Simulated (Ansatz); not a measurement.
`[CH3][SnH2][I]` + HI → `[I][SnH2][I]` + CH₄ at 400 K and 1 bar (ligand exchange at the Sn–C bond).

Computed with Ansatz on PBE0-D4/def2-TZVP structures; ΔE is electronic, products minus reactants. CBS: MP2 limit from def2 TZ/QZ plus the TZ coupled-cluster correction, frozen cores. This one scheme is used for every species. def2 core potentials past Kr. For I, Sn outer-core shells are correlated without core-valence functions, which leaves a few kJ/mol of doubt a bond.

```tsv
species	CCSD(T)/CBS energy (Eh)	H − E (kJ/mol)	S (J/(mol·K))
`[CH3][SnH2][I]`	-552.56585	160.5	377.8
HI	-298.03592	25.7	215.0
`[I][SnH2][I]`	-810.18920	64.5	377.5
CH₄	-40.46206	131.3	197.2
```

H − E and S are ideal-gas, rigid-rotor, harmonic terms from PBE0-D4/def2-TZVP. 1 Eh = 2625.50 kJ/mol, R = 8.31446 J/(mol·K).

Question: By hand: ΔE, ΔH, ΔS and ΔG.

Answer: ΔE = (-810.18920) + (-40.46206) − (-552.56585) − (-298.03592) = -0.04949 Eh = -129.9 kJ/mol. Δ(H − E) = 64.5 + 131.3 − 160.5 − 25.7 = 9.6, so ΔH = -120.3 kJ/mol. ΔS = 377.5 + 197.2 − 377.8 − 215.0 = -18.1 J/(mol·K). ΔG = -120.3 − 400 × (-18.1)/1000 = -113.1 kJ/mol.

Question: By hand: the equilibrium constant, and the temperature at which ΔG would vanish if ΔH and ΔS stayed fixed.

Answer: log₁₀ K = −ΔG/(RT ln 10) = 14.8. ΔG = 0 at ΔH/ΔS = 6646 K, far beyond where these terms or the molecules hold.

ΔH outweighs TΔS. A doubt of 5 kJ/mol in ΔE shifts log₁₀ K by 0.7 here. Modes under 60 cm⁻¹, often nearly free rotors, make the harmonic entropy too high. These are equilibria of isolated gas molecules and say nothing of rates. Largest T1 diagnostic: 0.010 (customary marks: 0.02 for closed shells, 0.045 for open ones).
